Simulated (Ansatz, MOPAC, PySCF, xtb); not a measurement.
Pair of molecules: NH3 (SMILES N) (first 4 atoms) with PH3 (SMILES P); geometry from B3LYP-D3(BJ)/def2-TZVP, rigid monomers moved along the line of their centres of mass till N1···P5 is 3.71 Å.
(charge 0, multiplicity 1):
```csv
atom,x (Å),y (Å),z (Å)
N,-0.0643,-0.1165,0.0765
H,-0.9063,-0.6806,0.0766
H,-0.3421,0.8358,-0.1314
H,0.5202,-0.4387,-0.6864
P,-0.0792,0.5258,3.7272
H,1.1663,1.0260,3.2794
H,0.2797,0.5981,5.1026
H,0.3084,-0.8290,3.6003
```

Interaction energies are E(AB) − E(A) − E(B) at the monomers' geometry in the complex; basis-set methods are counterpoise corrected. Rows marked so take none.

Frozen-core correlation. Rows in 6-31G* carry no dispersion term and start afresh at each structure (6-31G* with six Cartesian d functions). MP2/6-31G* freezes PySCF's default core. The state that PM6 reach isn't checked.

Codes used: Ansatz (an electronic-structure program); MOPAC for PM6 (differences of heats of formation); PySCF for 6-31G* rows; xtb for the GFN methods. Each number belongs to the level named beside it.

| level | interaction energy (kcal/mol) |
|---|---|
| GFN-FF | -1.52 |
| PM6 | -0.88 |
| GFN1-xTB | -0.95 |
| B3LYP/6-31G* | -0.80 |
| MP2/6-31G* | -1.02 |
| MP2/6-31G* (no counterpoise) | -2.08 |
| SCS-MP2/aug-cc-pV(D+d)Z | -1.12 |
| SCS-MP2/aug-cc-pV(T+d)Z | -1.18 |
| CCSD(T)/aug-cc-pV(T+d)Z | (withheld) |

### Question
What belongs in the gaps?

### Answer

- CCSD(T)/aug-cc-pV(T+d)Z, interaction energy (kcal/mol): -1.36
